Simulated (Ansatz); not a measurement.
`O=C=NB(F)Cl` + CH₄ → `CB(Cl)N=C=O` + H–F at 500 K and 1 bar (formal exchange of groups at a B–F bond).

Isolated molecules relaxed with PBE0-D4/def2-TZVP in Ansatz; ΔE leaves out vibrations. CBS: MP2 limit from def2 TZ/QZ plus the TZ coupled-cluster correction, frozen cores. This one scheme is used for every species. Each species was taken in one conformer, which may not be the lowest.

```
      species  CCSD(T)/CBS energy (Eh)  H − E (kJ/mol)  S (J/(mol·K))
`O=C=NB(F)Cl`               -752.42964            94.5          379.1
          CH₄                -40.46206           135.6          206.8
`CB(Cl)N=C=O`               -692.44878           190.7          421.5
          H–F               -100.39570            39.4          188.7
```

H − E and S are ideal-gas, rigid-rotor, harmonic terms from PBE0-D4/def2-TZVP, for one conformer and one mirror image of each species. 1 Eh = 2625.50 kJ/mol, R = 8.31446 J/(mol·K).

Question: By hand: ΔE, ΔH, ΔS and ΔG.

Answer: ΔE = (-692.44878) + (-100.39570) − (-752.42964) − (-40.46206) = 0.04722 Eh = 124.0 kJ/mol. Δ(H − E) = 190.7 + 39.4 − 94.5 − 135.6 = 0.0, so ΔH = 124.0 kJ/mol. ΔS = 421.5 + 188.7 − 379.1 − 206.8 = 24.3 J/(mol·K). ΔG = 124.0 − 500 × (24.3)/1000 = 111.8 kJ/mol.

Question: By hand: the equilibrium constant, and the temperature at which ΔG would vanish if ΔH and ΔS stayed fixed.

Answer: log₁₀ K = −ΔG/(RT ln 10) = -11.7. ΔG = 0 at ΔH/ΔS = 5103 K, far beyond where these terms or the molecules hold.

ΔH outweighs TΔS. A doubt of 5 kJ/mol in ΔE shifts log₁₀ K by 0.5 here. Other conformers and mirror images would add mixing entropy, several J/(mol·K) or more a flexible species. Modes under 60 cm⁻¹, often nearly free rotors, make the harmonic entropy too high. These are equilibria of isolated gas molecules and say nothing of rates. Largest T1 diagnostic: 0.015 (customary marks: 0.02 for closed shells, 0.045 for open ones).
